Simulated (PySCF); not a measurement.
Atoms are numbered as in `[NH2:1][SiH:2]([NH2:3])[CH2:4][SiH3:5]`; H(Xn) means a hydrogen on atom n.

GIAO PBE0/pcSseg-1 shifts (PySCF 2.14, gas phase, non-relativistic, equivalent atoms averaged), each against references optimised in the same way as the molecule (NH3, TMS).

On the GFN2-xTB geometry: N1/N3 21.5, Si2 -18.7, Si5 -78.4, C4 -1.3, H(Si2) 5.22, H(Si5) 3.91, H(N1)/H(N3) 0.28, H(C4) -0.21 ppm.

What changes on the PBE0-D3(BJ)/def2-SVP geometry?

Results:


```json
{"atoms": "N1/N3", "δ (ppm)": "24.1", "change": "+2.6"}
{"atoms": "Si2", "δ (ppm)": "-25.1", "change": "-6.4"}
{"atoms": "Si5", "δ (ppm)": "-73.7", "change": "+4.7"}
{"atoms": "C4", "δ (ppm)": "-4.7", "change": "-3.4"}
{"atoms": "H(Si2)", "δ (ppm)": "5.16", "change": "-0.06"}
{"atoms": "H(Si5)", "δ (ppm)": "3.93", "change": "+0.02"}
{"atoms": "H(N1)/H(N3)", "δ (ppm)": "0.36", "change": "+0.08"}
{"atoms": "H(C4)", "δ (ppm)": "-0.24", "change": "-0.03"}
```

Bonds between heavy atoms that differ most (equivalent bonds averaged): Si2–C4 1.905 → 1.884 Å, C4–Si5 1.892 → 1.879 Å. Mean change of bonds to hydrogen: N–H +0.006 Å, Si–H +0.030 Å, C–H +0.013 Å. The two structures also differ in conformation, which adds to the changes.
